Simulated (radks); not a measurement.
Results of a calculation; reference values are marked as such.
Task: The gadolinium ion Gd7+ is in [Kr] 4d10 4f4 5s2 5p5. Code: a radial shooting solver on a logarithmic mesh with Libxc functionals. Model: scalar-relativistic Kohn-Sham, r2SCAN, spin-polarised, spherical densities, finite nucleus; meta-GGA in the generalised Kohn-Sham scheme; Fermi nuclear charge, rms radius of each element as measured or else 0.836 A^(1/3) + 0.57 fm. Open shells are filled with parallel spins first. One electron is removed from 5s, 5p, 4d, 4f in turn, with full relaxation. Which removal costs least, and what does each cost?

Result: 5p 123.56 eV; 4f 133.44 eV; 5s 151.46 eV; 4d 274.22 eV. The 5p electron leaves first.
